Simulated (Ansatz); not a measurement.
`CC[CH]([GaH2])CCl` and `CCCCCl` differ in one atom or group.

Ansatz, PBE0-D4/def2-TZVP geometries, multiplicity 1. Each molecule was computed in one conformer, which needn't be the lowest.

Scalar relativity is left out up to krypton.

```tsv
property	`CC[CH]([GaH2])CCl`
HOMO–LUMO gap (PBE/def2-TZVPP) / eV	3.88
HOMO energy (PBE/def2-TZVPP) / eV	-6.40
ideal-gas entropy at 298 K and 1 bar (rigid rotor, harmonic PBE0-D4/def2-TZVP) / J/(mol·K)	404
LUMO energy (B3LYP/def2-TZVPP) / eV	-1.98
HOMO–LUMO gap (PBE0/def2-TZVPP) / eV	5.86
size of the dipole moment (ωB97M-V/def2-TZVPP) / D	1.61
```

Q: What does the change do to each property? (Estimate.)

A: The calculation gave: 
```
                                                                                  property  `CCCCCl`  shift
                                                       HOMO–LUMO gap (PBE/def2-TZVPP) / eV      6.70   2.82
                                                         HOMO energy (PBE/def2-TZVPP) / eV     -6.81  -0.41
ideal-gas entropy at 298 K and 1 bar (rigid rotor, harmonic PBE0-D4/def2-TZVP) / J/(mol·K)       337    -67
                                                       LUMO energy (B3LYP/def2-TZVPP) / eV      0.66   2.64
                                                      HOMO–LUMO gap (PBE0/def2-TZVPP) / eV      9.19   3.33
                                        size of the dipole moment (ωB97M-V/def2-TZVPP) / D      1.97   0.36
```

With PBE0 the HOMO falls by 0.66 eV and the LUMO rises by 2.67 eV, so the gap widens by about 3.33 eV. PBE moves the HOMO by -0.41 eV and ωB97M-V by -0.85 eV. The zero-point energy changes by -5.7 kJ/mol with -6 modes. Dipoles are sizes alone; their direction can turn. Modes under 60 cm⁻¹, often nearly free rotors, make the harmonic entropy too high.

B3LYP here is the variant with VWN-RPA as its local correlation; programs differ in this.

Positive LUMOs are unbound, so they and the gaps depend on the basis.
